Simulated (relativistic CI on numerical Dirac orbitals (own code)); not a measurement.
Judd-Ofelt analysis for Nd4+

Computed by Dirac-Coulomb-Breit CI, separate exchange-only KLI orbitals for each configuration, a model potential for QED, unscaled Slater integrals (own radial code, finite nucleus).

Configuration 4f² alone, in intermediate coupling. Take Ω₂ = 5.45, Ω₄ = 1.27, Ω₆ = 5.55 (10⁻²⁰ cm²) and refractive index n = 1.88 as given. A_ED = 64π⁴e²ν³ n(n² + 2)²/[27h(2J + 1)] Σ Ω_λ |U^λ|², in Gaussian units with ν in cm⁻¹, and A_MD is n³ times the free-ion magnetic-dipole rate; a dash marks a rate that is forbidden or under 2 % of the level's free-ion decay.

Emitting level ¹D2 at 25894 cm⁻¹ (radiative decay alone: multiphonon quenching in a host is left out, and the level can lie too high or too low):

| To | ν (cm⁻¹) | U² squared | U⁴ squared | U⁶ squared | Free-ion A(M1) (s⁻¹) |
| --- | --- | --- | --- | --- | --- |
| ³H4 | 25894 | 0.0057 | 0.0109 | 0.0421 | - |
| ³H5 | 23160 | 0.0000 | 0.0014 | 0.0003 | - |
| ³H6 | 20316 | 0.0000 | 0.0485 | 0.0042 | - |
| ³F2 | 18360 | 0.0099 | 0.0617 | 0.0000 | 1.83 |
| ¹G4 | 16698 | 0.7004 | 0.0029 | 0.0408 | - |
| ³F3 | 16625 | 0.0224 | 0.0125 | 0.0000 | 2.64 |
| ³F4 | 12993 | 0.1953 | 0.0427 | 0.0605 | - |

Q: Give the rates, branching ratios and the radiative lifetime.

A: The rates are:

| To | λ (nm) | A_ED (s⁻¹) | A_MD (s⁻¹) | β (%) |
| --- | --- | --- | --- | --- |
| ³H4 | 386 | 4480 | 0 | 16.6 |
| ³H5 | 432 | 38.9 | 0 | 0.1 |
| ³H6 | 492 | 658 | 0 | 2.4 |
| ³F2 | 545 | 758 | 12.2 | 2.9 |
| ¹G4 | 599 | 17400 | 0 | 64.7 |
| ³F3 | 601 | 588 | 17.5 | 2.2 |
| ³F4 | 770 | 2950 | 0 | 11.0 |

τ_rad = 3.71e-05 s. Computed level positions enter as ν³, so measured ones would change the rates. For the strongest line (599 nm) and an assumed effective width Δλ = 11 nm (300 cm⁻¹), the Füchtbauer-Ladenburg formula σ = λ⁴A/(8πcn²Δλ) gives a peak emission cross-section of 7.8 × 10⁻²⁰ cm². The line to ¹G4 has a large U² element and is therefore hypersensitive to the surroundings through Ω₂.
